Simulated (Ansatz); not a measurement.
`S=CN1C=[C]1[ZnH]`, relaxed with RKS PBE0-D4/def2-TZVP in the Gaussian-basis code of Ansatz from a GFN2-xTB geometry. The force threshold is 0.005 eV/Å; the program also tests the step.

The species carries charge 0 and has multiplicity 1.

Start:

```xyz
9

S     0.040    1.466   -2.703
C     0.626    0.741   -1.352
N     0.010    0.748   -0.180
C    -1.310    0.499    0.254
C    -0.436   -0.266    0.853
Zn    0.456   -1.683    1.865
H     1.649    0.367   -1.327
H    -2.288    0.850    0.033
H     1.254   -2.722    2.557
```

```csv
step,energy (eV),largest force (eV/Å),largest move (Å)
1,-63886.8040,1.160,0.000
2,-63886.8244,0.794,0.093
3,-63886.8615,0.575,0.050
4,-63886.8821,0.283,0.171
5,-63886.8888,0.225,0.017
6,-63886.8989,0.108,0.087
7,-63886.8996,0.319,0.100
8,-63886.9024,0.157,0.018
9 (rejected),-63886.8977,0.226,0.034
10,-63886.9035,0.038,0.017
11,-63886.9035,0.033,0.004
12,-63886.9041,0.032,0.056
13 (rejected),-63886.9041,0.035,0.013
14 (rejected),-63886.9041,0.050,0.007
15,-63886.9042,0.011,0.003
16,-63886.9042,0.008,0.002
17,-63886.9042,0.001,0.001
```

End:

```xyz
9

S    -0.212    1.204   -2.705
C     0.629    0.837   -1.359
N     0.132    0.865   -0.097
C    -1.193    0.487    0.238
C    -0.326   -0.300    0.791
Zn    0.428   -1.708    1.833
H     1.702    0.632   -1.389
H    -2.194    0.818    0.026
H     1.035   -2.836    2.662
```

Run time 95 s (4 threads of an Arm Neoverse V1 on a shared host); peak host memory 0.73 GiB.
